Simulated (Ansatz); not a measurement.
`FC1=N[SiH]1Cl` + H₂ → `FC1=N[SiH2]1` + HCl at 700 K and 1 bar (hydrogenolysis of the Si–Cl bond).

Gas-phase electronic energies from Ansatz, PBE0-D4/def2-TZVP geometries. CBS: MP2 limit from def2 TZ/QZ plus the TZ coupled-cluster correction, frozen cores. This one scheme is used for every species.

| species | CCSD(T)/CBS energy (Eh) | H − E (kJ/mol) | S (J/(mol·K)) |
| --- | --- | --- | --- |
| `FC1=N[SiH]1Cl` | -941.99197 | 115.2 | 396.3 |
| H₂ | -1.17544 | 46.8 | 155.3 |
| `FC1=N[SiH2]1` | -482.75628 | 124.2 | 354.5 |
| HCl | -460.38127 | 38.4 | 211.8 |

H − E and S are ideal-gas, rigid-rotor, harmonic terms from PBE0-D4/def2-TZVP, for one conformer and one mirror image of each species. The MP2-based limit puts H₂ 0.8 mEh under its directly extrapolated value; such offsets cancel only in part. 1 Eh = 2625.50 kJ/mol, R = 8.31446 J/(mol·K).

By hand: ΔE, ΔH, ΔS and ΔG.

ΔE = (-482.75628) + (-460.38127) − (-941.99197) − (-1.17544) = 0.02986 Eh = 78.4 kJ/mol. Δ(H − E) = 124.2 + 38.4 − 115.2 − 46.8 = 0.6, so ΔH = 79.0 kJ/mol. ΔS = 354.5 + 211.8 − 396.3 − 155.3 = 14.7 J/(mol·K). ΔG = 79.0 − 700 × (14.7)/1000 = 68.7 kJ/mol.

By hand: the equilibrium constant, and the temperature at which ΔG would vanish if ΔH and ΔS stayed fixed.

log₁₀ K = −ΔG/(RT ln 10) = -5.1. ΔG = 0 at ΔH/ΔS = 5374 K, far beyond where these terms or the molecules hold.

The number of gas molecules stays the same, so ΔS is small and ΔH decides. A doubt of 5 kJ/mol in ΔE shifts log₁₀ K by 0.4 here. Other conformers and mirror images would add mixing entropy, several J/(mol·K) or more a flexible species. These are equilibria of isolated gas molecules and say nothing of rates. Largest T1 diagnostic: 0.016 (customary marks: 0.02 for closed shells, 0.045 for open ones).
